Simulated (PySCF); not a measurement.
## Distorted geometries of [CeN(H2O)2]+

[CeN(H2O)2]+ (singlet). PySCF 2.14.0, RKS TPSS, Ce lcecp-2-SVP with ECP46, N def2-SVP, O def2-SVP, H def2-SVP; non-relativistic Hamiltonian with scalar-relativistic core potentials where named; density fitting; no spin-orbit coupling. Relaxed geometry:

```xyz
8

Ce    0.4117    0.0000   -0.7421
N     1.6345    0.0000    0.6046
O    -0.2417    2.2855   -0.1568
H     0.2328    2.6697    0.6094
H    -0.8693    2.9658   -0.4726
O    -0.2418   -2.2855   -0.1568
H     0.2326   -2.6697    0.6094
H    -0.8694   -2.9658   -0.4726
```

Problem. Order these distorted geometries by energy above the relaxed one, lowest first.
A.
```xyz
8

Ce    0.4655   -0.0083   -0.7513
N     1.6009   -0.0819    0.6804
O    -0.3064    2.2841   -0.2473
H     0.1753    2.7301    0.6131
H    -0.8119    3.0691   -0.4907
O    -0.1151   -2.2424    0.0709
H     0.2444   -2.6530    0.5705
H    -0.9631   -3.0977   -0.6230
```
B.
```xyz
8

Ce    0.4265    0.0354   -0.7679
N     1.6458   -0.0065    0.6531
O    -0.2743    2.2160   -0.1050
H     0.2296    2.6576    0.6426
H    -0.8587    3.0020   -0.5096
O    -0.2083   -2.2935   -0.1833
H     0.1971   -2.6500    0.5710
H    -0.8680   -2.9609   -0.4785
```
C.
```xyz
8

Ce    0.4552   -0.0072   -0.7591
N     1.5955    0.0025    0.5822
O    -0.2371    2.3003   -0.1211
H     0.2024    2.6448    0.6477
H    -0.8645    2.9351   -0.4626
O    -0.2458   -2.2779   -0.1467
H     0.2321   -2.6343    0.5998
H    -0.8482   -2.9634   -0.5177
```

Solution. C (0.15 eV), B (0.30 eV), A (4.72 eV).

Problem. Which forces (eV/Å) act in the one that lies 0.30 eV up?

Solution. 
```
Ce   1.37 -0.62  1.57
N   -1.29  0.10 -1.54
O   -1.11  3.10 -0.33
H   -0.47 -0.58 -0.66
H    1.48 -2.20  1.04
O   -1.57  0.98 -2.48
H    1.40 -1.02  2.40
H    0.18  0.24 -0.01
```
Forces carry noise of the integration grid, about 0.01 to 0.03 eV/Å.

No frequency check is given that shows the relaxed geometry to be a minimum.
